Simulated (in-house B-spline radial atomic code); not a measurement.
Checks on a self-consistent run for Te VIII (Te7+), [Kr] (4d3/2)3 (4d5/2)6. Method: Dirac-Hartree-Fock, average of the jj configuration, Fermi nucleus of rms radius 4.7423 fm. Calculated with a B-spline radial code for spherical atoms.

```json
{"orbital": "1s1/2", "q": "2", "ε (Eh)": "-1179.64671", "<1/r>": "55.574", "<r²>": "0.00104766", "small-component weight": "0.036624"}
{"orbital": "2s1/2", "q": "2", "ε (Eh)": "-187.55265", "<1/r>": "12.9653", "<r²>": "0.0168368", "small-component weight": "0.0078317"}
{"orbital": "2p1/2", "q": "2", "ε (Eh)": "-175.44985", "<1/r>": "12.9093", "<r²>": "0.0125262", "small-component weight": "0.0078172"}
{"orbital": "2p3/2", "q": "4", "ε (Eh)": "-165.33498", "<1/r>": "11.9521", "<r²>": "0.0138115", "small-component weight": "0.0074388"}
{"orbital": "3s1/2", "q": "2", "ε (Eh)": "-41.76798", "<1/r>": "4.62793", "<r²>": "0.117239", "small-component weight": "0.0023185"}
{"orbital": "3p1/2", "q": "2", "ε (Eh)": "-36.75419", "<1/r>": "4.52808", "<r²>": "0.112363", "small-component weight": "0.002252"}
{"orbital": "3p3/2", "q": "4", "ε (Eh)": "-34.81720", "<1/r>": "4.29639", "<r²>": "0.120323", "small-component weight": "0.0021531"}
{"orbital": "3d3/2", "q": "4", "ε (Eh)": "-26.06660", "<1/r>": "4.13143", "<r²>": "0.102266", "small-component weight": "0.002018"}
{"orbital": "3d5/2", "q": "6", "ε (Eh)": "-25.69023", "<1/r>": "4.07647", "<r²>": "0.104188", "small-component weight": "0.0019927"}
{"orbital": "4s1/2", "q": "2", "ε (Eh)": "-10.61264", "<1/r>": "1.82757", "<r²>": "0.652162", "small-component weight": "0.00063223"}
{"orbital": "4p1/2", "q": "2", "ε (Eh)": "-8.74271", "<1/r>": "1.72361", "<r²>": "0.715029", "small-component weight": "0.00057749"}
{"orbital": "4p3/2", "q": "4", "ε (Eh)": "-8.43639", "<1/r>": "1.65616", "<r²>": "0.759261", "small-component weight": "0.00055167"}
{"orbital": "4d3/2", "q": "3", "ε (Eh)": "-5.44628", "<1/r>": "1.43451", "<r²>": "0.968779", "small-component weight": "0.00043351"}
{"orbital": "4d5/2", "q": "6", "ε (Eh)": "-5.39501", "<1/r>": "1.41346", "<r²>": "0.988808", "small-component weight": "0.00042291"}
```

Electron-electron repulsion V_ee = 2358.7572 hartree.

(1) What total energy follows from the eigenvalues?

(2) Does the Dirac virial theorem hold?

(3) What diamagnetic shielding (Lamb formula) and susceptibility (Langevin formula) do the radii give?

Results:

(1) The eigenvalues count the repulsion twice, so E = Σqε - V_ee = -4422.524 - 2358.757 = -6781.282 hartree; the run printed -6781.282.

(2) For a point nucleus E = -2c²Σq·w, with w the small-component weight. Here Σq·w = 0.18055 and c = 137.0360, so the ratio E/(-2c²Σq·w) is 1.000057; the finite nucleus accounts for the departure from 1.

(3) σ = (α²/3)Σq<1/r> = 313.699/(3·137.036²) = 5568.3 ppm, and χ = -0.79199×10⁻⁶·Σq<r²> = -13.23×10⁻⁶ cm³/mol with Σq<r²> = 16.701 bohr². Both are non-relativistic formulas without the paramagnetism of open shells; for so heavy an element the full relativistic shielding is larger by tens of per cent.
